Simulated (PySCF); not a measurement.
A calculated (r2SCAN, PySCF 2.14, def2-TZVPPD, no relativity, point nucleus) atom or ion has these occupied shells.

```tsv
shell	electrons	orbital energy (eV)	rms radius, mean of both spins (bohr)
1s α	1	-388.53	0.267
1s β	1	-386.61	0.267
2s α	1	-21.319	1.48
2s β	1	-15.165	1.48
2p α	3	-8.860	1.60
```

(1) Name the element and its charge.

Results:

(1) N (nitrogen, neutral), in [He] 2s2 2p3, high-spin 4S determinant.
